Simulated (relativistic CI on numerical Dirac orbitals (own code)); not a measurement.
# Slater and spin-orbit integrals, Cd XXXII

These numbers are calculated, not measured: Dirac-Coulomb-Breit CI, KLI orbitals optimised for each configuration, QED by a radiative potential, unscaled Slater integrals (own radial code, finite nucleus).

Slater integrals F^k, G^k are unscaled and averaged over j, outside the closed core [Ne]; ζ comes from projecting the Hamiltonian with its Breit term on Σ l·s of the shell.

- 3s2 3p5: ζ(3p) = 239200 cm⁻¹; <r>(3p) = 0.3146, <r^2>(3p) = 0.1142 (bohr units).
- 3s2 3p4 3d: F^2(3p,3p) = 314710, ζ(3p) = 238860, F^2(3p,3d) = 316080, G^1(3p,3d) = 336220, G^3(3p,3d) = 225140, ζ(3d) = 30900 cm⁻¹; <r>(3p) = 0.315, <r^2>(3p) = 0.1144, <r>(3d) = 0.2801, <r^2>(3d) = 0.09078 (bohr units).
- 3s 3p5 3d: G^1(3s,3p) = 398210, ζ(3p) = 238740, G^2(3s,3d) = 251900, F^2(3p,3d) = 315840, G^1(3p,3d) = 336120, G^3(3p,3d) = 225030, ζ(3d) = 31121 cm⁻¹; <r>(3s) = 0.3239, <r^2>(3s) = 0.1194, <r>(3p) = 0.3152, <r^2>(3p) = 0.1146, <r>(3d) = 0.2804, <r^2>(3d) = 0.09098 (bohr units).

Averages of the first 10 configurations, taken without configuration mixing, which lowers the lowest level and can move excited configurations by several eV; other configurations of the list can lie among them:

| Configuration | Parity | States | Average energy above the lowest level (eV) |
| --- | --- | --- | --- |
| 3s2 3p5 | odd | 6 | 22.6 |
| 3s 3p6 | even | 2 | 165.8 |
| 3s2 3p4 3d | even | 150 | 185.1 |
| 3s 3p5 3d | odd | 120 | 322.4 |
| 3p6 3d | even | 10 | 473.2 |
| 3s 3p4 3d2 | even | 1350 | 484.1 |
| 3s2 3p3 3d 4p | even | 1200 | 1112.1 |
| 3p6 4s | even | 2 | 1189.0 |
| 3s 3p4 3d 4s | even | 600 | 1192.3 |
| 3s2 3p4 4s | even | 30 | 898.8 |
